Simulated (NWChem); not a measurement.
System: C4H2N2; SMILES C#C/C=N/C#N

Excerpt of the output:

```
             Northwest Computational Chemistry Package (NWChem) 7.3.0
             --------------------------------------------------------

 CS  symmetry detected

                             Geometry "geometry" -> ""
                             -------------------------

 Output coordinates in angstroms (scale by  1.889725989 to convert to a.u.)

  No.       Tag          Charge          X              Y              Z
 ---- ---------------- ---------- -------------- -------------- --------------
    1 C                    6.0000     0.14537904     2.96986553     0.00000000
    2 C                    6.0000    -0.08484569     1.77876844     0.00000000
    3 C                    6.0000    -0.43293571     0.40089620     0.00000000
    4 N                    7.0000     0.46276790    -0.51945731     0.00000000
    5 C                    6.0000     0.11657710    -1.80143012     0.00000000
    6 N                    7.0000    -0.08002067    -2.94928212     0.00000000
    7 H                    1.0000     0.36821600     4.02247466     0.00000000
    8 H                    1.0000    -1.51249503     0.17010104     0.00000000

 Effective nuclear repulsion energy (a.u.)     165.0117731479

      Symmetry information
      --------------------

 Group name             Cs
 Group number              2
 Group order               2
 No. of unique centers     8

  pbe96 is a nonlocal functional; adding pw91lda local functional.

                                 NWChem DFT Module
                                 -----------------

 Summary of "ao basis" -> "ao basis" (spherical)
 ------------------------------------------------------------------------------
       Tag                 Description            Shells   Functions and Types
 ---------------- ------------------------------  ------  ---------------------
 C                           sto-3g                  3        5   2s1p
 N                           sto-3g                  3        5   2s1p
 H                           sto-3g                  1        1   1s

      Symmetry analysis of basis
      --------------------------

        a'         26
        a"          6

            General Information
            -------------------
          SCF calculation type: DFT
          Wavefunction type:  closed shell.
          No. of atoms     :     8
          No. of electrons :    40
           Alpha electrons :    20
            Beta electrons :    20
          Charge           :     0
          Spin multiplicity:     1
          Use of symmetry is: on ; symmetry adaption is: on
          Maximum number of iterations: 150
          AO basis - number of functions:    32
                     number of shells:    20
          Convergence on energy requested:  1.00D-06
          Convergence on density requested:  1.00D-05
          Convergence on gradient requested:  5.00D-04

              XC Information
              --------------
          PerdewBurkeErnzerhof Exchange Functional  1.000
            Perdew 1991 LDA Correlation Functional  1.000 local
           PerdewBurkeErnz. Correlation Functional  1.000 non-local

             Grid Information
             ----------------
          Grid used for XC integration:  medium
          Radial quadrature: Mura-Knowles
          Angular quadrature: Lebedev.
          Tag              B.-S. Rad. Rad. Pts. Rad. Cut. Ang. Pts.
          ---              ---------- --------- --------- ---------
          C                   0.70       49          11.0       434
          N                   0.65       49          11.0       434
          H                   0.35       45          10.0       434
          Grid pruning is: on
          Number of quadrature shells:   384
          Spatial weights used:  Erf1

      Superposition of Atomic Density Guess
      -------------------------------------

 Sum of atomic energies:        -256.87856476

      Non-variational initial energy
      ------------------------------

 Total energy =    -258.651577
 1-e energy   =    -679.708002
 2-e energy   =     256.044652
 HOMO         =      -0.147084
 LUMO         =       0.122375

      Symmetry analysis of molecular orbitals - initial
      -------------------------------------------------

  Numbering of irreducible representations:

     1 a'          2 a"

  Orbital symmetries:

     1 a'          2 a'          3 a'          4 a'          5 a'
     6 a'          7 a'          8 a'          9 a'         10 a'
    11 a'         12 a'         13 a'         14 a'         15 a"
    16 a'         17 a"         18 a'         19 a'         20 a"
    21 a"         22 a'         23 a'         24 a"         25 a"
    26 a'         27 a'         28 a'         29 a'         30 a'

     ---------------------------------------------
      Total Density - Mulliken Population Analysis
     ---------------------------------------------

    Atom       Charge   Shell Charges
 -----------   ------   -------------------------------------------------------
    1 C    6     6.08   2.00  1.25  2.84
    2 C    6     6.10   2.00  1.21  2.90
    3 C    6     5.39   1.99  1.16  2.24
    4 N    7     7.48   2.00  1.61  3.88
    5 C    6     5.27   2.00  1.06  2.21
    6 N    7     7.90   2.00  1.79  4.11
    7 H    1     0.82   0.82
    8 H    1     0.95   0.95

   convergence    iter        energy       DeltaE   RMS-Dens  Diis-err
 ---------------- ----- ----------------- --------- --------- ---------
 d= 0,ls=0.0,diis     1   -259.0874303775 -4.24D+02  1.37D-01  1.47D+00
 d= 0,ls=0.0,diis     2   -255.2319820583  3.86D+00  1.38D-01  1.55D+01
 d= 0,ls=0.0,diis     3   -258.9635259751 -3.73D+00  3.62D-02  2.49D+00
 d= 0,ls=0.0,diis     4   -259.2977583987 -3.34D-01  2.33D-02  1.33D-01
 d= 0,ls=0.0,diis     5   -259.2892151295  8.54D-03  1.51D-02  1.85D-01
  Resetting Diis
 d= 0,ls=0.0,diis     6   -259.3198782984 -3.07D-02  4.97D-03  3.03D-02
 d= 0,ls=0.0,diis     7   -259.3232468059 -3.37D-03  8.06D-03  3.61D-03
 d= 0,ls=0.0,diis     8   -259.3182376899  5.01D-03  5.51D-03  3.07D-02
 d= 0,ls=0.0,diis     9   -259.3239287278 -5.69D-03  9.30D-04  9.73D-04
 d= 0,ls=0.0,diis    10   -259.3240518918 -1.23D-04  3.10D-04  1.45D-04
 d= 0,ls=0.0,diis    11   -259.3240727793 -2.09D-05  5.66D-05  8.14D-07
 d= 0,ls=0.0,diis    12   -259.3240728028 -2.35D-08  3.17D-05  7.28D-07
 d= 0,ls=0.0,diis    13   -259.3240729193 -1.17D-07  9.43D-06  1.52D-07

         Total DFT energy =     -259.324072919292
      One electron energy =     -677.176255520903
           Coulomb energy =      288.632175638765
    Exchange-Corr. energy =      -35.791766185048
 Nuclear repulsion energy =      165.011773147894

 Numeric. integr. density =       39.999999666464

                  Occupations of the irreducible representations
                  ----------------------------------------------

                     irrep           alpha         beta
                     --------     --------     --------
                     a'               17.0         17.0
                     a"                3.0          3.0

                       DFT Final Molecular Orbital Analysis
                       ------------------------------------

 Vector   18  Occ=2.000000D+00  E=-2.256751D-01  Symmetry=a'
              MO Center=  2.0D-03,  1.4D+00,  2.1D-17, r^2= 5.4D+00
   Bfn.  Coefficient  Atom+Function         Bfn.  Coefficient  Atom+Function
  ----- ------------  ---------------      ----- ------------  ---------------
     3      0.562069  1 C  px                 8      0.532086  2 C  px
    27      0.311500  6 N  s                 29     -0.265447  6 N  py
    24      0.140979  5 C  py                19     -0.125326  4 N  py
     9     -0.124573  2 C  py                32      0.112177  8 H  s
     4     -0.108190  1 C  py                22     -0.087411  5 C  s

 Vector   19  Occ=2.000000D+00  E=-2.044218D-01  Symmetry=a"
              MO Center=  5.9D-02,  3.1D-01, -2.3D-17, r^2= 6.0D+00
   Bfn.  Coefficient  Atom+Function         Bfn.  Coefficient  Atom+Function
  ----- ------------  ---------------      ----- ------------  ---------------
     5      0.489521  1 C  pz                30      0.441045  6 N  pz
    20     -0.406452  4 N  pz                10      0.367343  2 C  pz
    15     -0.292520  3 C  pz                25      0.252619  5 C  pz

 Vector   20  Occ=2.000000D+00  E=-1.729825D-01  Symmetry=a'
              MO Center=  3.4D-01, -1.2D+00, -6.2D-17, r^2= 2.4D+00
   Bfn.  Coefficient  Atom+Function         Bfn.  Coefficient  Atom+Function
  ----- ------------  ---------------      ----- ------------  ---------------
    18      0.654264  4 N  px                28     -0.475091  6 N  px
    17      0.455815  4 N  s                 32      0.237592  8 H  s
    23     -0.207037  5 C  px                29      0.175884  6 N  py
    19      0.146891  4 N  py                13     -0.131917  3 C  px
     7     -0.114318  2 C  s                 16     -0.090321  4 N  s

 Vector   21  Occ=0.000000D+00  E=-5.711060D-02  Symmetry=a"
              MO Center= -1.5D-02,  1.2D-01,  6.3D-17, r^2= 4.2D+00
   Bfn.  Coefficient  Atom+Function         Bfn.  Coefficient  Atom+Function
  ----- ------------  ---------------      ----- ------------  ---------------
    15      0.642797  3 C  pz                20     -0.573342  4 N  pz
     5     -0.475159  1 C  pz                30      0.428690  6 N  pz
    25     -0.147349  5 C  pz                10      0.133379  2 C  pz

 Vector   22  Occ=0.000000D+00  E= 7.598120D-02  Symmetry=a'
              MO Center= -1.6D-02,  2.1D+00, -8.6D-18, r^2= 2.0D+00
   Bfn.  Coefficient  Atom+Function         Bfn.  Coefficient  Atom+Function
  ----- ------------  ---------------      ----- ------------  ---------------
     3      0.794822  1 C  px                 8     -0.759114  2 C  px
    17      0.286938  4 N  s                 32     -0.265151  8 H  s
     4     -0.168201  1 C  py                 9      0.167229  2 C  py
    22     -0.163895  5 C  s                 13     -0.162400  3 C  px
    18     -0.104114  4 N  px                14      0.091213  3 C  py

 Vector   23  Occ=0.000000D+00  E= 1.083836D-01  Symmetry=a'
              MO Center= -6.0D-03, -2.1D+00,  6.9D-17, r^2= 1.6D+00
   Bfn.  Coefficient  Atom+Function         Bfn.  Coefficient  Atom+Function
  ----- ------------  ---------------      ----- ------------  ---------------
    23      0.798041  5 C  px                28     -0.756373  6 N  px
    12      0.293694  3 C  s                 18     -0.223731  4 N  px
    24     -0.188503  5 C  py                17     -0.185421  4 N  s
    32     -0.180026  8 H  s                 29      0.178239  6 N  py
    19     -0.169767  4 N  py                14     -0.138776  3 C  py

     ---------------------------------------------
      Total Density - Mulliken Population Analysis
     ---------------------------------------------

    Atom       Charge   Shell Charges
 -----------   ------   -------------------------------------------------------
    1 C    6     6.08   1.99  1.15  2.94
    2 C    6     6.01   1.99  1.08  2.94
    3 C    6     5.95   1.99  1.12  2.84
    4 N    7     7.19   1.99  1.59  3.60
    5 C    6     5.85   1.99  0.97  2.89
    6 N    7     7.18   2.00  1.82  3.36
    7 H    1     0.86   0.86
    8 H    1     0.88   0.88

     -------------------------------------------
      Total Density - Lowdin Population Analysis
     -------------------------------------------

    Atom       Charge   Shell Charges
 -----------   ------   -------------------------------------------------------
    1 C    6     6.04   1.99  1.06  2.99
    2 C    6     6.03   1.99  1.03  3.01
    3 C    6     5.94   1.98  1.02  2.93
    4 N    7     7.08   1.99  1.42  3.67
    5 C    6     5.96   1.99  0.99  2.99
    6 N    7     7.12   2.00  1.67  3.46
    7 H    1     0.90   0.90
    8 H    1     0.93   0.93

     Multipole analysis of the density
     ---------------------------------

     L   x y z        total         alpha         beta         nuclear
     -   - - -        -----         -----         ----         -------
     0   0 0 0     -0.000000    -20.000000    -20.000000     40.000000

     1   1 0 0     -0.429639     -0.214820     -0.214820      0.000000
     1   0 1 0      1.544517      0.772258      0.772258     -0.000000
     1   0 0 1      0.000000      0.000000      0.000000      0.000000

     2   2 0 0    -22.827817    -20.954490    -20.954490     19.081163
     2   1 1 0      0.355581     -0.852061     -0.852061      2.059703
     2   1 0 1      0.000000      0.000000      0.000000      0.000000
     2   0 2 0    -24.173262   -317.994468   -317.994468    611.815675
     2   0 1 1      0.000000      0.000000      0.000000      0.000000
     2   0 0 2    -22.766536    -11.383268    -11.383268      0.000000
```

Level: PBE/STO-3G. The geometry was optimised at PBE0/def2-SVP.

Q: Which NWChem input produces such a log?

A: One answer among several that fit: the input that was run:
```
start job
memory heap 200 mb stack 900 mb global 1100 mb
geometry units angstroms noautoz
  C      0.219218     2.965017     0.000000
  C     -0.041255     1.780167     0.000000
  C     -0.424310     0.411603     0.000000
  N      0.447673    -0.531255     0.000000
  C      0.068958    -1.803999     0.000000
  N     -0.156798    -2.946474     0.000000
  H      0.468780     4.011612     0.000000
  H     -1.509395     0.208366     0.000000
end
basis spherical
  C library sto-3g
  N library sto-3g
  H library sto-3g
end
dft
  xc xpbe96 cpbe96
  iterations 150
  mulliken
end
task dft energy
```
